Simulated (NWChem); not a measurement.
**Atomisation of 1,3,5-triazine (C₃H₃N₃)**

```xyz
9

C      0.0000     0.0000     1.2906
N     -1.1821     0.0000     0.6825
C     -1.1177     0.0000    -0.6453
N      0.0000     0.0000    -1.3649
C      1.1177     0.0000    -0.6453
N      1.1821     0.0000     0.6825
H      0.0000     0.0000     2.3880
H     -2.0680     0.0000    -1.1940
H      2.0680     0.0000    -1.1940
```
Charge 0, spin multiplicity 1.

All runs are NWChem calculations. Structure: optimised with PBE0/def2-SVP, a minimum by its harmonic frequencies.

Basis set: def2-SVP. The atomisation energy is electronic alone: no zero-point, thermal, spin-orbit or counterpoise terms. No value is extrapolated to the basis-set limit. Free atoms are single determinants with multiplicities C 3, N 4, H 2.

B3LYP has NWChem's definition, with VWN1-RPA local correlation. No SCF solution was tested for a lower state. Open-shell Hartree-Fock references start from PBE0 orbitals.

For the atomisation energy, HF gives 648.8 kcal/mol and LDA (SVWN5) gives 1194.6 kcal/mol. What do BHandHLYP, PBE0, B3LYP give?

BHandHLYP: 949.2 kcal/mol; PBE0: 1014.9 kcal/mol; B3LYP: 1000.8 kcal/mol.
